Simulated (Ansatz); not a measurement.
`[F][GeH2][S][GeH3]` + H₂ → `[GeH3][S][GeH3]` + H–F at 500 K and 1 bar (hydrogenolysis of a Ge–F bond).

Calculated with Ansatz (gas phase, PBE0-D4/def2-TZVP geometries, no zero-point term in ΔE). CCSD(T)/CBS is the MP2 limit (def2-TZVPP, def2-QZVPP) plus CCSD(T) − MP2 in def2-TZVPP, frozen cores. This one scheme is used for every species. For Ge outer-core shells are correlated without core-valence functions, which leaves a few kJ/mol of doubt a bond. Scalar relativity is left out up to krypton. One conformer a species, not always the lowest.

| species | CCSD(T)/CBS energy (Eh) | H − E (kJ/mol) | S (J/(mol·K)) |
| --- | --- | --- | --- |
| `[F][GeH2][S][GeH3]` | -4652.86834 | 163.9 | 447.4 |
| H₂ | -1.17544 | 41.0 | 145.5 |
| `[GeH3][S][GeH3]` | -4553.63258 | 172.9 | 419.7 |
| H–F | -100.39570 | 39.4 | 188.7 |

H − E and S are ideal-gas, rigid-rotor, harmonic terms from PBE0-D4/def2-TZVP, for one conformer and one mirror image of each species. For small species the MP2-based limit differs from directly extrapolated CCSD(T) by up to some mEh (0.8 for H₂); such offsets cancel only in part. 1 Eh = 2625.50 kJ/mol, R = 8.31446 J/(mol·K).

Problem. By hand: ΔE, ΔH, ΔS and ΔG.

Solution. ΔE = (-4553.63258) + (-100.39570) − (-4652.86834) − (-1.17544) = 0.01550 Eh = 40.7 kJ/mol. Δ(H − E) = 172.9 + 39.4 − 163.9 − 41.0 = 7.4, so ΔH = 48.1 kJ/mol. ΔS = 419.7 + 188.7 − 447.4 − 145.5 = 15.5 J/(mol·K). ΔG = 48.1 − 500 × (15.5)/1000 = 40.4 kJ/mol.

Problem. By hand: the equilibrium constant, and the temperature at which ΔG would vanish if ΔH and ΔS stayed fixed.

Solution. log₁₀ K = −ΔG/(RT ln 10) = -4.2. ΔG = 0 at ΔH/ΔS = 3103 K, far beyond where these terms or the molecules hold.

ΔH outweighs TΔS. A doubt of 5 kJ/mol in ΔE shifts log₁₀ K by 0.5 here. Other conformers and mirror images would add mixing entropy, several J/(mol·K) or more a flexible species. Modes under 60 cm⁻¹, often nearly free rotors, make the harmonic entropy too high. These are equilibria of isolated gas molecules and say nothing of rates. Largest T1 diagnostic: 0.012 (customary marks: 0.02 for closed shells, 0.045 for open ones).
